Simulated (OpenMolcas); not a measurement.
**Fe2+: Racah parameters, the spin-orbit constant, worked from levels**

- Program: OpenMolcas 26.06
- Basis: ANO-RCC-VTZP [6s5p3d2f1g]
- Scalar Hamiltonian: DKH2, point nucleus
- Active space: 6 electrons in 5 orbitals (3d)
- State averaging: 2S+1 = 5 even, 5 roots; 2S+1 = 3 even, 45 roots; 2S+1 = 1 even, 50 roots
- Spin-orbit coupling: state interaction with AMFI integrals over the reference wave functions, term energies averaged over their components

Methods: CASSCF; MS-CASPT2, IPEA 0.25 Eh, imaginary shift 0.1 Eh (closed shells correlated: 3s 3p). Measured levels: Corliss and Sugar, J. Phys. Chem. Ref. Data 11, 135 (1982).

**Racah parameters.** Above ⁵D, d6 has ³G at 9B + 4C, ³H at 4B + 4C and ³D at 16B + 4C. The first two fix B and C, and the third tests them; where it misses by thousands of cm-1, two parameters do not describe the configuration (Trees and configuration-interaction terms are left out) and B and C hang on the terms chosen. Term energies are centres of gravity, weighted by 2J + 1.

| Source | ³G | ³H | B | C | C/B | ³D from B, C | ³D found |
| --- | --- | --- | --- | --- | --- | --- | --- |
| CASSCF | 28274 | 22257 | 1203 | 4361 | 3.63 | 36692 | 36431 |
| MS-CASPT2 | 24721 | 20057 | 933 | 4081 | 4.37 | 31252 | 30780 |
| measured | 24415 | 19829 | 917 | 4040 | 4.41 | 30832 |  |

Energies in cm-1. From CASSCF to MS-CASPT2, B changes by -22.4 % and C by -6.4 %. Against the measured terms, MS-CASPT2 has B off by +1.7 % and C by +1.0 %.

**The spin-orbit constant.** For the Hund term ⁵D of d6, E(J) = (A/2) J(J+1) + constant and ζ = -2S·A = -4A. From J = 0 to J = 4 the energy changes by 10 A.

| Source | E(4) - E(0) | A | ζ |
| --- | --- | --- | --- |
| CASSCF | -1044.8 | -104.5 | 418 |
| MS-CASPT2 | -1039.9 | -104.0 | 416 |
| measured | -1027.3 | -102.7 | 411 |

All in cm-1. MS-CASPT2 is off by +1.2 % and CASSCF by +1.7 %. Both methods take the spin-orbit matrix elements from the reference wave functions, so the second can move ζ only through the term energies and any multistate remixing. Second-order mixing with other terms is absorbed into this ζ.

CASPT2 does not keep the components of a term degenerate, so their means are used; among the terms shown or strongly mixed into the levels shown the widest spread is 400 cm-1 (3d⁶ ³H, MS-CASPT2). Without dynamic correlation excited terms often stand tens of per cent too high (terms of higher spin than the ground term too low), and those without a measured partner can miss by more than the paired ones (holds for CASSCF). Measured partners are found by configuration, term and J. A level has none where our copy of the source lacks it or the pairing is in doubt (some pairs that miss far off the trend of their configuration count as doubtful), and it then counts in no deviation. Only configurations of the active space appear.
